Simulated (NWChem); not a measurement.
System: CH3ClF2OSi; SMILES F[Si](OC)(Cl)F

Here is an NWChem input.

```
start job
memory heap 200 mb stack 900 mb global 1100 mb
geometry units angstroms noautoz
  C     -1.028087     2.231955    -0.066638
  O      0.057266     1.449644     0.435605
  Si     0.443480    -0.066607     0.027236
  F      1.084854    -0.156056    -1.429507
  F      1.529559    -0.582142     1.064268
  Cl    -1.179441    -1.310456     0.066003
  H     -1.100769     3.125225     0.557004
  H     -0.839003     2.531719    -1.103048
  H     -1.970946     1.677168    -0.011671
end
basis spherical
  * library def2-svp
end
dft
  xc xtpss03 ctpss03
  iterations 150
  mulliken
end
task dft energy
```

Coordinates come from a B3LYP/6-31G* (spherical d) optimisation.

Problem. What results follow from this input? (TPSS/def2-SVP.) Quantities: energy (Ha); highest occupied level (eV); orbital gap (eV); dipole (D).

Solution. 
| Quantity | Result |
|---|---|
| energy (Ha) | -1064.31 |
| highest occupied level (eV) | -7.66 |
| orbital gap (eV) | 7.74 |
| dipole (D) | 2.45 |
